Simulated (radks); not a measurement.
Values are calculated unless marked as measured or tabulated.
Question: Neutral potassium, [Ar] 4s1. Code: a radial shooting solver on a logarithmic mesh with Libxc functionals. Model: non-relativistic Kohn-Sham, exchange-only LDA, spin-polarised, spherical densities, point nucleus. Every spin shell is full or empty, so the densities are truly spherical. Functionals are evaluated on that one density, not self-consistently. Rank these exchange functionals by their error against the exact value of the orbitals, and give that value: LDA, revPBE, RPBE, PW86, OPTX, AM05, B86b, G96, APBE, TPSS, revTPSS, SCAN, Tao-Mo, MVS.

Answer: Exact: -32.5582 hartree. From best to worst, with 100 (|E| - |E exact|)/|E exact| (equal figures are ties): RPBE -0.03, B86b +0.09, G96 +0.12, OPTX +0.12, revPBE -0.16, TPSS +0.18, MVS -0.18, Tao-Mo -0.21, SCAN +0.30, PW86 +0.44, revTPSS -0.53, APBE +0.58, AM05 -6.61, LDA -7.47.
